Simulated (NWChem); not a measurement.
Molecule: C3H5FSi; SMILES FC1[SiH2]CC=1

```xyz
10

F     -0.2593     2.1080     0.0000
C      0.0153     0.8012     0.0000
C      1.2386     0.2093     0.0000
C      0.9742    -1.2940     0.0000
Si    -0.8979    -0.8500     0.0000
H      2.2293     0.7010     0.0000
H      1.3496    -1.8245    -0.9005
H      1.3496    -1.8245     0.9005
H     -1.6967    -1.2117    -1.2234
H     -1.6967    -1.2117     1.2234
```
Atoms are numbered in this order, from 1.

All runs: NWChem. Medium grid unless said otherwise, to which SCAN and Minnesota functionals are sensitive. All runs use the structure optimised with PBE-D3(BJ)/def2-SVP. B3LYP is NWChem's, with the RPA form of VWN correlation.

Q: Among these, which level gives the lowest value of “dipole (D)”?
A. MPW1K/def2-SVP
B. PBE/def2-SVP
C. B3LYP/def2-SVP
D. MN15-L/def2-SVP

A: B, PBE/def2-SVP. Values: PBE/def2-SVP 1.31; B3LYP/def2-SVP 1.48; MN15-L/def2-SVP 1.50; MPW1K/def2-SVP 1.71
